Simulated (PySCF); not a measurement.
Stretching TlI

Set-up: PySCF, scalar-relativistic core potentials, basis sets Tl cc-pVTZ-PP with ECP60, I cc-pVTZ-PP with ECP28. Energies in eV from Tl + I in their ground configurations at the same level. State: ¹Σ⁺ (singlet), closed shell.

```tsv
R (Å)	PBE0
2.454	-2.763
2.568	-3.221
2.682	-3.466
2.767	-3.550
2.853	-3.573
2.939	-3.550
3.053	-3.469
3.195	-3.314
3.366	-3.085
3.595	-2.755
```

Q: Put a parabola through the three lowest points of the PBE0 curve and estimate Re, k and ωe (reduced mass 78.38 u; 1 eV/Å² = 0.16022 mdyn/Å; ωe = 1302.8·√(k/μ) cm⁻¹).

A: Through R = 2.767, 2.853, 2.939 Å the second-order coefficient is 3.11 eV/Å², so Re ≈ 2.853 Å, k ≈ 0.996 mdyn/Å and ωe ≈ 147 cm⁻¹. A polynomial fit of higher order to the unrounded PBE0 energies gives Re = 2.849 Å, k = 1.01 mdyn/Å, ωe = 148 cm⁻¹; anharmonicity and rounding make the difference.

The higher-order fit for each curve: PBE0: Re = 2.849 Å, ωe = 148 cm⁻¹, De = 3.57 eV.

These are scalar-relativistic numbers at best; spin–orbit coupling would shift them, the dissociation energy most.
